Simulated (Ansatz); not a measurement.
Reaction (redistribution): `O[SiH2][O][GeH2][OH]` + `[SiH3][SiH3]` → `O[SiH2][SiH3]` + `[OH][GeH2][O][SiH3]`

Calculated with Ansatz (gas phase, PBE0-D4/def2-TZVP geometries, no zero-point term in ΔE). CBS: MP2 limit from def2 TZ/QZ plus the TZ coupled-cluster correction, frozen cores. DFT in def2-TZVPP. B3LYP here is the variant with VWN-RPA as its local correlation; programs differ in this. For Ge outer-core shells are correlated without core-valence functions, which leaves a few kJ/mol of doubt a bond. Scalar relativity is left out up to krypton. One conformer a species, not always the lowest.

| level | ΔE (eV) |
| --- | --- |
| B2PLYP | 0.38 |
| PBE | 0.38 |
| PBE0 | 0.39 |
| B3LYP | 0.37 |
| HF/def2-TZVPP | 0.36 |
| CCSD/def2-TZVPP | 0.39 |
| HF/def2-QZVPP | 0.36 |
| HF/CBS(def2) | 0.36 |

Problem. What does CCSD(T)/CBS give? (Estimate.)

Solution. Ansatz gave: +0.39 eV. The listed levels differ from it by -0.01, -0.01, 0.00, -0.02, -0.03, 0.00, -0.03, -0.03 eV.

Largest T1 diagnostic among the species: 0.013.
